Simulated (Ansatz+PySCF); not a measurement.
**singlet BF4(-): levels of theory in one basis**

```xyz
5

B     0.0000    0.0000    0.0000
F     0.8103    0.8103    0.8103
F     0.8103   -0.8103   -0.8103
F    -0.8103    0.8103   -0.8103
F    -0.8103   -0.8103    0.8103
```

Basis set: def2-SVP (spherical functions). Left uncorrelated: 5 orbitals. Charge -1, multiplicity 1.

Computed with Ansatz (development build ahead of 0.2.0); each method stands on the lowest determinant of its kind that the runs found. NEVPT2 correlates all electrons. Active spaces start from the frontier orbitals, and the lowest solution found is given.

```tsv
method	E − E(RHF) (eV)	<S²> of the determinant
RHF	0.00	0.00
RHF-MP2	-22.52	–
RHF-CCSD(T)	-23.10	–
CASSCF(2,2)	-0.47	–
SC-NEVPT2(2,2)	-22.70	–
```

Q: What does RHF-CCSD give on the same scale?

A: -22.79 eV.

Q: Is a single determinant a sound starting point here?

A: By this sign, yes. Unrestricted orbitals gain 0.00 eV and <S²> is 0.00 against 0.00 for a pure state. The CASSCF(2,2) natural occupations are 1.99, 0.01.

Caution: no diffuse functions for an anion.
